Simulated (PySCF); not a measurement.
Correlation energy of As (arsenic, neutral)

Starting occupation: [Ar] 3d10 4s2 4p3, 4p1/2 with m_j = -1/2, +1/2, 4p3/2 with m_j = +3/2. All numbers are calculated (PySCF 2.14, X2C-1e with screened-nucleus spin-orbit coupling, Gaussian nucleus, in x2c-SVPall-2c with one added diffuse shell each of s, p, d type (6s7p4d, 47 functions)). Frozen: [Ne]; 23 electrons correlated.

MP2 pair energies summed by pair of shells (mhartree):

| pair | energy | share (%) |
| --- | --- | --- |
| 3d-3d | -120.69 | 37.5 |
| 3d-3p | -86.90 | 27.0 |
| 4p-4s | -37.04 | 11.5 |
| 3p-3p | -23.00 | 7.1 |
| 4p-4p | -13.72 | 4.3 |
| 3d-4p | -11.72 | 3.6 |
| 4s-4s | -7.94 | 2.5 |
| 3d-3s | -7.11 | 2.2 |
| 3d-4s | -5.63 | 1.7 |
| 3p-3s | -3.46 | 1.1 |
| 3p-4p | -2.24 | 0.7 |
| 3p-4s | -1.37 | 0.4 |
| 3s-3s | -0.76 | 0.2 |
| 3s-4s | -0.29 | 0.1 |
| 3s-4p | -0.25 | 0.1 |

Total MP2 correlation energy: -322.11 mhartree.

The GHF reference relaxed away from the jj start to a determinant that is no pure jj level (⟨S²⟩ = 3.74, ⟨J²⟩ = 3.75); the energies belong to that determinant.

This basis was not built for core-valence correlation, so the inner-shell part is incomplete.
